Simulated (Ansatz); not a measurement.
Saddle point of Si2NH8OF3, closed shell (Si₂H₃F₃ ([F][Si]([F])([F])[SiH3]) + H₂O + NH₃ → SiNH₂F₃ ([NH2][Si]([F])([F])[F]) + SiH₄ + H₂O; bonds formed: Si2–H8, H6–O9; dative contacts that become bonds: Si1–N7; bonds broken: Si1–Si2, H6–N7, H8–O9), PBE0-D4/def2-TZVP structure:

```csv
atom,x (Å),y (Å),z (Å)
Si1,-0.8982,0.8230,-0.7337
Si2,0.9585,-1.4609,-0.8385
F3,-0.3524,0.7276,-2.2138
F4,-1.9902,-0.2228,-0.2387
F5,-1.8528,2.1045,-0.8840
H6,-0.0619,0.4962,1.5496
N7,0.1062,1.4843,0.5740
H8,0.1676,-0.9409,0.9280
O9,-0.0593,-0.5563,1.9545
H10,1.5109,-2.6220,-0.0573
H11,0.2789,-2.0835,-2.0117
H12,2.1820,-0.7730,-1.3667
H13,1.1001,1.4128,0.3814
H14,-0.1286,2.4480,0.7964
H15,-0.9608,-0.8369,2.1605
```

Energies are electronic, without zero-point energy. Barriers and step energies count from the start structure reached by relaxing down the imaginary mode; all methods use the PBE0-D4 structures, on which another method's saddle can fall below an end. Computed with Ansatz 0.2.0 (basis: def2-TZVPP, with def2-QZVPP for the basis limit); correlated methods freeze the cores. B3LYP uses VWN-RPA correlation. Extrapolation: Hartree–Fock as exp(−7.88 √X), correlation as X^−2.97.

```tsv
method	barrier (kJ/mol)	step energy (kJ/mol)
SPW92	117.6	-9.9
PBE-D4	152.6	-28.1
BLYP-D4	166.3	-50.6
r2SCAN-D4	165.7	-43.5
B97M-V	189.3	-50.0
PBE0-D4	173.2	-36.7
B3LYP-D4	183.1	-55.1
r2SCAN0-D4	180.6	-48.3
BHLYP-D4	209.6	-63.3
CAM-B3LYP-D4	191.6	-56.6
wB97X-V	?	-47.7
wB97M-V	?	-52.5
B2PLYP	194.9	-60.8
PBE-QIDH	?	-48.4
RPA on PBE	198.8	-57.5
HF	264.8	-99.4
MP2	192.9	-60.8
CCSD	212.6	-62.7
CCSD(T)	199.6	-56.4
```

Task: Fill in the withheld barriers. (An estimate is asked for; the value comes from the calculation.)

Result: Computed: wB97M-V 190.1; wB97X-V 199.7; PBE-QIDH 191.2 kJ/mol. Each is the energy of the saddle less that of the start structure, by the same method.

For comparison, the barrier by CCSD(T) at an estimated basis limit (MP2 extrapolated from triple and quadruple zeta, plus CCSD(T) − MP2 in triple zeta) is 201.6 kJ/mol.

T1 diagnostic: at most 0.013.

Labels in which every atom is bracketed show which atoms are joined, not bond orders.

For scale, one of the runs: CCSD(T)/def2-TZVPP, 351 basis functions, launched by `ansatz run in.yaml --threads 4 --pin off --events-out ev --progress --plain --max-ram 66560MiB --backend cuda --devices 0, --max-vram 37GiB`. Time: 14 s of wall clock on 4 CPU threads of an AMD EPYC 7R13 and a share of one NVIDIA H100; the host was shared. Peak host memory: 0.86 GiB.
